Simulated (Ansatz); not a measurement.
Ideal-gas functions of CH2Cl3Si, SMILES `[CH2][Si](Cl)(Cl)Cl` radical at 600 K and 1 bar, from an Ansatz frequency run at PBE0-D4/def2-TZVP.

Molar mass 148.47 g/mol, point group Cs (symmetry number 1), electronic degeneracy 2, moments of inertia 280.606, 286.058, 388.845 u Å². Harmonic wavenumbers (cm⁻¹, unscaled): 36, 152, 160, 222, 222, 234, 458, 560, 584, 624, 763, 817, 1379, 3157, 3262.

Use S(trans) = R[1.5 ln M + 2.5 ln T − 1.1517]; rotational temperatures θ = 24.2544 K / I; S(rot) = R[ln(√π/σ · √(T³/θAθBθC)) + 1.5]; for each mode x = 1.438777 ν̃/T, S = R[x/(eˣ − 1) − ln(1 − e⁻ˣ)] and H = RT x/(eˣ − 1); 1 cm⁻¹ = 0.0119627 kJ/mol; R = 8.31446 J/(mol·K).

**Question.** By hand: the entropy, in J/(mol·K).

**Answer.** Translation 185.8. Rotation: θ = 0.0864, 0.0848, 0.0624 K, giving 129.0. Vibration, mode by mode: 28.68, 16.75, 16.33, 13.65, 13.65, 13.23, 7.94, 6.46, 6.16, 5.70, 4.36, 3.94, 1.36, 0.04, 0.03, in all 138.3. Electronic 5.8. Sum 458.9 J/(mol·K).

**Question.** By hand: H − E and G − E in kJ/mol, counted from the electronic energy.

**Answer.** Zero-point energy ½ × 12630 × 0.0119627 = 75.5; thermal vibration 37.8; translation, rotation and pV give 4 RT = 20.0. H − E = 133.3 kJ/mol, and G − E = 133.3 − 600 × 458.9/1000 = -142.0 kJ/mol.

Vibration gives 30 % of the entropy, 28.7 J/(mol·K) of it from the mode under 150 cm⁻¹: soft modes count most, and the harmonic formula is weakest for them.
